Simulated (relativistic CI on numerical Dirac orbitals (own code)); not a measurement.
**Cu12+: sensitivity of the levels to the model**

Base calculation: Dirac-Coulomb-Breit CI, separate exchange-only KLI orbitals for each configuration, QED by a radiative potential, unscaled Slater integrals.

Configurations in the expansion (outside the closed core [Ne]): 3s2.3p5, 3s.3p6, 3s2.3p4.3d, 3s.3p5.3d, 3p6.3d, 3s.3p4.3d2, 3s2.3p4.4s, 3s2.3p3.3d.4p, 3s2.3p4.4p, 3p6.4s, 3p6.4p, 3s.3p4.3d.4s, 3s2.3p4.4d, 3s.3p5.4s, 3s2.3p4.4f, 3s.3p5.4p, 3p5.3d.4p, 3s.3p5.4d, 3s2.3p4.5s, 3s2.3p4.5p, 3s.3p5.4f, 3s2.3p4.5d, 3s2.3p3.4s.4p, 3s2.3p4.5f, 3s2.3p4.5g, 3s.3p4.4s2, 3s2.3p4.6s, 3s.3p5.5s, 3s2.3p4.6p, 3s2.3p3.3d2, 3s2.3p2.3d3, 3s.3p3.3d3, 3s2.3p2.3d2.4s, 3s2.3p2.3d2.4p, 3s2.3p2.3d2.4d, 3p5.3d2, 3p4.3d3, 3p4.3d2.4s, 3p4.3d2.4p, 3p4.3d2.4d, 3s2.3p3.3d.4s, 3s.3p3.3d2.4s, 3s2.3p2.3d.4s2, 3s2.3p2.3d.4s.4p, 3s2.3p2.3d.4s.4d, 3p5.3d.4s, 3p4.3d.4s2, 3p4.3d.4s.4p, 3p4.3d.4s.4d, 3s2.3p3.4s2, 3s.3p3.3d.4s2, 3s2.3p2.4s2.4p, 3s2.3p2.4s2.4d, 3s2.3p3.4p2, 3s2.3p2.3d.4p2, 3s.3p3.3d.4p2, 3s2.3p2.4s.4p2, 3s2.3p2.4p3, 3s2.3p2.4p2.4d. Double excitations out of closed p, d and f shells are left out; levels of such configurations are missing from the list, as are those of other unlisted configurations, and high levels can miss mixing partners. These lack a partner that the ground configuration has and come out too high: 3s2.3p4.4f, 3s.3p5.4p, 3s.3p5.4d, 3s2.3p4.5s, 3s2.3p4.5p.

Variants: (1) configuration mixing switched off. Shifts of the energy above 3s2.3p5 2P°_3/2, in cm⁻¹, for the lowest level and the first level of each name with at least 55 % of one term (blank where a level changes its place among those of its configuration and J or its character, or is not in the variant):

| Level | Base | Δ(1) |
| --- | --- | --- |
| 3s2.3p5 2P°_3/2 | 0 | 0 |
| 3s2.3p5 2P°_1/2 | 28484 | +399 |
| 3s.3p6 2S_1/2 | 363275 | +85560 |
| 3s2.3p4.3d 4D_5/2 | 482062 | -11354 |
| 3s2.3p4.3d 4D_7/2 | 482934 | -11451 |
| 3s2.3p4.3d 4D_3/2 | 484107 | -11257 |
| 3s2.3p4.3d 4D_1/2 | 487417 | -11135 |
| 3s2.3p4.3d 4F_9/2 | 518810 | -13680 |
| 3s2.3p4.3d 2P_1/2 | 523517 | -8245 |
| 3s2.3p4.3d 4F_7/2 | 527292 | -13333 |
| 3s2.3p4.3d 4F_5/2 | 535156 | -13342 |
| 3s2.3p4.3d 4P_1/2 | 541368 | -12712 |
| 3s2.3p4.3d 2D_3/2 | 542450 | -10807 |
| 3s2.3p4.3d 4P_3/2 | 552435 | -10192 |

At this charge energies of transitions that change n are usually good to better than 1 %, and those within a shell (Δn = 0) to a few per cent.

Ionisation energy from the two ground configurations alone: base 399.24 eV. The NIST ASD value (semi-empirical) is 401 eV.

LS names give the leading component of a level, which can be under half, so a name can repeat, a term be missing and a line seem to break the LS rules.
